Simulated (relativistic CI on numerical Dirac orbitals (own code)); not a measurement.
Calculated at this level of theory: Dirac-Coulomb-Breit CI, orbitals from a KLI potential per configuration, model QED, unscaled Slater integrals (own radial code, finite nucleus).

The strongest absorption lines from the ground level of an ion, among the configurations computed and to levels below about 385 eV (vacuum wavelength in Å, gf): 61.598 (0.32), 62.641 (0.31), 62.704 (0.58), 64.405 (1.6), 64.520 (0.54), 64.812 (0.53), 65.778 (0.35), 81.222 (0.3).

**Question.** Which ion is it?
A. Ag XXX
B. Sn XXXV
C. Ag XXXII
D. Nb XXVI

**Answer.** C. Ag XXXII has 16 electrons and the ground level 3s²3p⁴ ³P2; the strongest line goes to 3s²3p³3d ³D°3. The pattern of lines fixes the number of electrons, and along that sequence the line energies rise steadily with the charge (about as its square where n changes within one kind of shell, about linearly where n is kept but much faster in heavy ions where fine structure, which grows about as Z⁴, sets the gap, and irregularly where shells cross), which fixes Z. Configurations outside the model, such as inner-shell arrays, can give stronger lines. At this charge energies of transitions that change n are usually good to better than 1 %, and those within a shell (Δn = 0) to a few per cent.

LS names give the leading component of a level, which can be under half, so a name can repeat, a term be missing and a line seem to break the LS rules.
